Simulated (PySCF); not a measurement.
This PySCF input asks for the NMR shieldings of `BN1[SiH2]CNB1CC=C`, C4H12B2N2Si; the geometry comes from GFN2-xTB.

```python
import basis_set_exchange as bse
import numpy as np
from pyscf import gto, dft
from pyscf.prop import nmr

atoms = """
B    -1.000118    1.901080   -1.135923
N    -1.094319    0.635726   -0.533351
Si   -2.600024   -0.039911    0.061653
C    -1.772965   -1.639055    0.706260
N    -0.376612   -1.457687    0.352167
B     0.014606   -0.291920   -0.288109
C     1.547491   -0.022191   -0.647083
C     2.195129    0.701635    0.489503
C     3.070253    0.173186    1.326541
H     0.024437    2.311609   -1.527501
H    -1.976434    2.545706   -1.243615
H    -3.545988   -0.294615   -1.029483
H    -3.179908    0.770081    1.136413
H    -1.875636   -1.768993    1.788136
H    -2.167929   -2.547270    0.240506
H     0.244944   -2.202760    0.624611
H     2.074406   -0.961861   -0.824447
H     1.634786    0.588443   -1.545876
H     1.874233    1.727520    0.619678
H     3.408628   -0.846007    1.226809
H     3.492101    0.734227    2.143680
"""
names = dict.fromkeys(["B", "N", "Si", "C", "H"], "pcSseg-1")
basis = {el: gto.basis.parse(bse.get_basis(n, elements=[el], fmt="nwchem")) for el, n in names.items()}
mol = gto.M(atom=atoms, basis=basis, charge=0, verbose=0)
mf = dft.RKS(mol, xc="PBE0")
mf.grids.level = 2
mf.grids.alignment = dft.numint.BLKSIZE   # the property module wants whole blocks of grid points
mf.conv_tol = 1e-9
mf.kernel()

calc = nmr.RKS(mf)   # GIAO
C = mf.mo_coeff
Co = C[:, mf.mo_occ > 0]
resp = mf.gen_response(singlet=True, hermi=2)
def vind(x):   # induced exchange potential for any number of trial vectors
    d = np.einsum("pi,xij,qj->xpq", C, 2 * x.reshape(-1, C.shape[1], Co.shape[1]), Co, optimize=True)
    return np.einsum("xpq,pi,qj->xij", resp(d - d.transpose(0, 2, 1)), C, Co, optimize=True).ravel()
mo1, _ = nmr.rhf.solve_mo1(calc, with_cphf=vind)
sigma = calc.kernel(mo1)
for i, s in enumerate(sigma):   # ppm
    w = np.linalg.eigvalsh((s + s.T) / 2)
    print("%2d %-2s iso %8.1f  s11 %8.1f  s22 %8.1f  s33 %8.1f" % (i, mol.atom_pure_symbol(i), w.mean(), *w))
```

Question: What does it print?

Answer: 
```
 0 B  iso     52.5  s11     17.9  s22     19.1  s33    120.4
 1 N  iso    111.8  s11    -22.6  s22    100.3  s33    257.7
 2 Si iso    364.8  s11    322.0  s22    354.2  s33    418.0
 3 C  iso    156.2  s11    135.8  s22    137.6  s33    195.3
 4 N  iso    163.4  s11     89.8  s22    184.0  s33    216.4
 5 B  iso     66.6  s11     35.6  s22     70.6  s33     93.5
 6 C  iso    159.6  s11    138.7  s22    158.1  s33    182.1
 7 C  iso     40.2  s11    -83.9  s22     43.0  s33    161.4
 8 C  iso     69.5  s11    -40.0  s22     93.5  s33    155.1
 9 H  iso     25.8  s11     23.0  s22     25.6  s33     28.8
10 H  iso     26.1  s11     24.0  s22     25.6  s33     28.6
11 H  iso     26.5  s11     23.3  s22     24.3  s33     31.9
12 H  iso     26.5  s11     23.4  s22     24.3  s33     31.8
13 H  iso     28.8  s11     24.0  s22     26.9  s33     35.6
14 H  iso     28.8  s11     24.0  s22     26.8  s33     35.7
15 H  iso     28.0  s11     20.2  s22     29.4  s33     34.6
16 H  iso     30.0  s11     27.3  s22     29.1  s33     33.7
17 H  iso     29.3  s11     26.1  s22     27.7  s33     34.1
18 H  iso     25.5  s11     22.6  s22     24.5  s33     29.4
19 H  iso     26.5  s11     23.0  s22     26.0  s33     30.5
20 H  iso     26.7  s11     23.7  s22     25.5  s33     30.9
```

These numbers come from an equivalent density-fitted implementation of the same equations, which agrees with the script to about 0.01 ppm for H and up to a few tenths of a ppm for heavy atoms, so last digits may differ.

Size and cost of the density-fitted run: 220 basis functions, 78 s wall time on 1 thread of an Arm Neoverse N1, shared host; peak memory 0.9 GiB.
